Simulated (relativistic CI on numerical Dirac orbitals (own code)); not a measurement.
## Lu XLIII: q coefficients and field-shift factors

Computed by Dirac-Coulomb-Breit CI, separate exchange-only KLI orbitals for each configuration, derivatives by finite differences, unscaled Slater integrals, QED left out (own radial code, finite nucleus).

Configurations in the expansion (outside the closed core [Ar] 3d10): 4s, 4p, 4d, 4f, 5s, 5p, 5d, 5f. Levels of other configurations are missing.

With x = (α/α₀)² − 1 an excitation energy changes as ω = ω₀ + qx; K = 2q/ω₀ is the relative enhancement. Terms are leading LS components, so labels can repeat. The field-shift factor is F = δν/δ⟨r²⟩ for the transition from the lowest level.

Lowest level 4s 2S_1/2.

```tsv
Level	ω₀ (cm⁻¹)	q (cm⁻¹)	K	F (GHz/fm²)
4p 2P°_1/2	738452	111100	0.301	-1540
4p 2P°_3/2	1393029	889700	1.28	-1620
4d 2D_3/2	2529797	934100	0.738	-1610
4d 2D_5/2	2668399	1.076e+06	0.807	-1610
4f 2F°_5/2	3884181	1.067e+06	0.549	-1590
4f 2F°_7/2	3917283	1.099e+06	0.561	-1590
5s 2S_1/2	6895958	567900	0.165	-843
5p 2P°_1/2	7253311	615200	0.17	-1550
5p 2P°_3/2	7559532	976800	0.258	-1590
5d 2D_3/2	8099635	996500	0.246	-1590
5d 2D_5/2	8166491	1.065e+06	0.261	-1590
5f 2F°_5/2	8704520	1.061e+06	0.244	-1580
5f 2F°_7/2	8724020	1.08e+06	0.248	-1580
```

At this charge energies of transitions that change n are usually good to better than 1 %, and those within a shell (Δn = 0) to a few per cent.
